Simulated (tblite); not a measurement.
Compound: C₆H₉BCl₂O.
SMILES with atom numbers: `[O:1]=[CH:2][C@@H:3]1[B:4]([Cl:5])[CH2:6][CH2:7][CH2:8][C@H:9]1[Cl:10]` (hydrogens: H11 on C2; H12 on C3; H13, H14 on C6; H15, H16 on C7; H17, H18 on C8; H19 on C9)

Computed with GFN2-xTB (tblite), gas phase: L-BFGS steps from a force-field or distance-geometry start until the largest atomic force falls under 0.01 eV/Å.

Step 15: E = -866.8419 eV
```
atom  x, y, z in Å  |  force x, y, z in eV/Å
O1      2.6331    0.3455   -1.5684   -0.099   0.079  -0.140
C2      2.4209    0.0769   -0.4214    0.126  -0.023  -0.026
C3      1.1291    0.2987    0.3217    0.118   0.070  -0.002
B4      0.5592   -1.1390    0.7130   -0.008  -0.100  -0.059
Cl5     1.5568   -2.2625    1.5075    0.065  -0.011   0.047
C6     -0.9225   -1.4724    0.3365   -0.113  -0.005  -0.025
C7     -1.7702   -0.1974    0.3545   -0.060   0.069   0.051
C8     -1.2390    0.7777   -0.6899   -0.005  -0.048  -0.037
C9      0.1924    1.2590   -0.4319   -0.010   0.160   0.024
Cl10    0.1495    2.8293    0.4638   -0.049  -0.127   0.071
H11     3.1945   -0.4107    0.1975    0.018   0.014   0.057
H12     1.4386    0.7496    1.2709   -0.047   0.118   0.043
H13    -0.9408   -1.8507   -0.6894   -0.029  -0.128  -0.037
H14    -1.3691   -2.2485    0.9560   -0.046  -0.012   0.062
H15    -1.7390    0.2620    1.3406    0.028   0.036   0.087
H16    -2.8112   -0.4410    0.1409   -0.017   0.047  -0.090
H17    -1.2362    0.2677   -1.6556   -0.055   0.032  -0.058
H18    -1.9099    1.6397   -0.7631    0.163  -0.076  -0.025
H19     0.6541    1.5254   -1.3904    0.020  -0.094   0.057
```

Step 16: E = -866.8483 eV
```
atom  x, y, z in Å  |  force x, y, z in eV/Å
O1      2.6386    0.3436   -1.5726   -0.074   0.061  -0.121
C2      2.4292    0.0787   -0.4239    0.054   0.029  -0.080
C3      1.1332    0.2967    0.3133    0.076   0.026   0.000
B4      0.5580   -1.1396    0.7012    0.032  -0.147   0.041
Cl5     1.5530   -2.2572    1.5171    0.024   0.027  -0.008
C6     -0.9280   -1.4732    0.3378   -0.067  -0.034  -0.041
C7     -1.7714   -0.1960    0.3516   -0.045   0.019   0.044
C8     -1.2389    0.7763   -0.6937    0.078  -0.051   0.038
C9      0.1924    1.2601   -0.4334   -0.010   0.036   0.054
Cl10    0.1494    2.8131    0.4807   -0.067  -0.039   0.087
H11     3.2049   -0.3958    0.2006    0.032  -0.006   0.058
H12     1.4377    0.7450    1.2646   -0.040   0.112   0.068
H13    -0.9530   -1.8579   -0.6861   -0.039  -0.139  -0.019
H14    -1.3719   -2.2440    0.9689   -0.020   0.026   0.016
H15    -1.7397    0.2596    1.3381    0.018   0.076   0.109
H16    -2.8108   -0.4384    0.1344   -0.058   0.044  -0.079
H17    -1.2376    0.2658   -1.6584   -0.053   0.045  -0.070
H18    -1.9036    1.6402   -0.7585    0.090  -0.027  -0.073
H19     0.6489    1.5323   -1.3890    0.070  -0.058  -0.025
```

Step 17: E = -866.8533 eV
```
atom  x, y, z in Å  |  force x, y, z in eV/Å
O1      2.6406    0.3436   -1.5777   -0.040   0.030  -0.070
C2      2.4362    0.0804   -0.4271   -0.017   0.070  -0.093
C3      1.1376    0.2957    0.3076    0.023  -0.024   0.018
B4      0.5570   -1.1420    0.6936    0.054  -0.119   0.080
Cl5     1.5513   -2.2528    1.5238   -0.004   0.040  -0.041
C6     -0.9334   -1.4744    0.3377   -0.006  -0.049  -0.033
C7     -1.7733   -0.1945    0.3503   -0.015  -0.026   0.026
C8     -1.2375    0.7741   -0.6961    0.113  -0.037   0.075
C9      0.1927    1.2612   -0.4337    0.015  -0.089   0.053
Cl10    0.1478    2.7999    0.4949   -0.079   0.033   0.095
H11     3.2132   -0.3848    0.2035    0.031  -0.004   0.017
H12     1.4360    0.7442    1.2611   -0.027   0.083   0.063
H13    -0.9629   -1.8659   -0.6842   -0.051  -0.128   0.013
H14    -1.3744   -2.2399    0.9789   -0.008   0.044  -0.017
H15    -1.7394    0.2589    1.3382    0.000   0.081   0.082
H16    -2.8117   -0.4353    0.1277   -0.067   0.049  -0.050
H17    -1.2396    0.2649   -1.6616   -0.039   0.049  -0.055
H18    -1.8965    1.6400   -0.7560    0.025   0.019  -0.102
H19     0.6463    1.5359   -1.3883    0.093  -0.022  -0.061
```

Problem. Estimate the geometry and energy of step 18. (The exact step hangs on the optimiser's Hessian estimate; all steps are aligned on step 17, rigid shifts and turns removed.)

Solution. E = -866.8576 eV, largest force 0.163 eV/Å
```
atom  x, y, z in Å  |  force x, y, z in eV/Å
O1      2.6397    0.3449   -1.5829   -0.011   0.001  -0.010
C2      2.4413    0.0827   -0.4307   -0.064   0.082  -0.069
C3      1.1418    0.2948    0.3050   -0.019  -0.056   0.036
B4      0.5567   -1.1455    0.6894    0.049  -0.048   0.074
Cl5     1.5509   -2.2489    1.5274   -0.009   0.020  -0.045
C6     -0.9379   -1.4761    0.3369    0.044  -0.045  -0.012
C7     -1.7750   -0.1936    0.3501    0.016  -0.047   0.005
C8     -1.2346    0.7713   -0.6972    0.093  -0.010   0.068
C9      0.1939    1.2607   -0.4332    0.044  -0.154   0.029
Cl10    0.1442    2.7896    0.5072   -0.081   0.068   0.084
H11     3.2197   -0.3769    0.2050    0.018   0.014  -0.044
H12     1.4337    0.7469    1.2601   -0.010   0.035   0.037
H13    -0.9713   -1.8746   -0.6831   -0.059  -0.106   0.042
H14    -1.3770   -2.2359    0.9864   -0.006   0.037  -0.031
H15    -1.7383    0.2595    1.3398   -0.022   0.059   0.024
H16    -2.8136   -0.4311    0.1210   -0.044   0.054  -0.009
H17    -1.2418    0.2648   -1.6650   -0.015   0.048  -0.020
H18    -1.8886    1.6398   -0.7555   -0.017   0.042  -0.110
H19     0.6464    1.5367   -1.3881    0.093   0.005  -0.047
```

The energy changes by -0.0043 eV. The first-order estimate −F·Δx gives -0.0060 eV and the mean of the old and new forces, exact on a quadratic surface, -0.0043 eV. The step makes an angle of 64° with the force vector and moves no atom by more than 0.016 Å.

What follows is the cost of the whole relaxation. Time: 2.0 s of wall time. Hardware: an Arm Neoverse N1 with one thread, no GPU, shared host.
